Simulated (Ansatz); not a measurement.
ClH2InO2 (`[OH][In]([OH])[Cl]`), 6 atoms. Total charge 0; spin multiplicity 1. Correlated methods include outer-core shells of In, which these sets cover unevenly. In takes the def2 core potential. All runs use 2 threads of a server CPU on a shared host. Correlated methods freeze the cores.

Question: Give the basis size and wall time and peak host memory of each of these runs in Ansatz. RKS PBE0-D4/def2-TZVP frequencies; RHF-MP2/def2-QZVPP energy; RKS r2SCANh-D4/def2-TZVPP energy; RHF-CCSD(T)/def2-TZVPP energy; RKS PBE0-D4/def2-QZVPP energy; RKS ωB97M-V/def2-SVP energy; RKS revPBE-D4/def2-TZVPP energy; RKS PBE0-D4/def2-SVP energy; RKS PBE0-D4/def2-TZVP relaxation (4 steps); direct RPA on PBE orbitals/def2-TZVPP energy; RKS r2SCAN-D4/def2-TZVPP energy and forces; RKS BHLYP-D4/def2-TZVPP energy. (An estimate is asked.)

Answer: Computed: Other jobs shared the machine, so times are rough.

| level | job | functions | wall time | peak host memory (GiB) |
| --- | --- | --- | --- | --- |
| RKS PBE0-D4/def2-SVP | energy | 82 | 0.55 s | 0.17 |
| RKS revPBE-D4/def2-TZVPP | energy | 182 | 0.85 s | 0.22 |
| RKS BHLYP-D4/def2-TZVPP | energy | 182 | 1.2 s | 0.42 |
| RKS r2SCAN-D4/def2-TZVPP | energy and forces | 182 | 1.8 s | 0.24 |
| RKS r2SCANh-D4/def2-TZVPP | energy | 182 | 1.9 s | 0.44 |
| RKS ωB97M-V/def2-SVP | energy | 82 | 2.1 s | 0.26 |
| direct RPA on PBE orbitals/def2-TZVPP | energy | 182 | 2.6 s | 0.38 |
| RKS PBE0-D4/def2-QZVPP | energy | 326 | 2.7 s | 0.88 |
| RHF-MP2/def2-QZVPP | energy | 326 | 5.5 s | 1.1 |
| RKS PBE0-D4/def2-TZVP | relaxation (4 steps) | 161 | 7.5 s | 0.39 |
| RHF-CCSD(T)/def2-TZVPP | energy | 182 | 28 s | 2 |
| RKS PBE0-D4/def2-TZVP | frequencies | 161 | 41 s | 0.39 |
